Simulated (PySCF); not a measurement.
CH₃BBrF. Atoms are numbered in the order given.

```xyz
7

B     -0.0197    -0.8426     0.4150
F     -1.0776    -1.6132     0.2351
Br    -0.0588     0.8859    -0.4560
C      1.2089    -1.3201     1.2475
H      1.7029    -0.4973     1.7838
H      1.9568    -1.7340     0.5454
H      0.9398    -2.1216     1.9526
```
Charge 0, spin multiplicity 1.

Coordinates come from a B3LYP-D3(BJ)/def2-SVP optimisation.

Method: CAM-B3LYP/def2-TZVPD in PySCF.

Gas-phase values at a fixed geometry.

Estimate the frontier levels, gap, dipole moment and polarisability. (An estimate is asked for; the answer gives what the named calculation found.)


```
Property                                                                                                       Result
---------------------------------------------------------------------------------------------  ----------------------
highest occupied level                                                                                       -9.86 eV
lowest empty level                                                                                            0.29 eV
orbital gap                                                                                                  10.15 eV
dipole moment                                                                                                  1.71 D
quadrupole, principal values (traceless, Buckingham form, about the centre of nuclear charge)   -4.32, 1.15, 3.17 D·Å
mean static polarisability                                                                       48.9 bohr³ (7.25 Å³)
polarisability, principal values                                                               40.6, 46.0, 60.1 bohr³
```
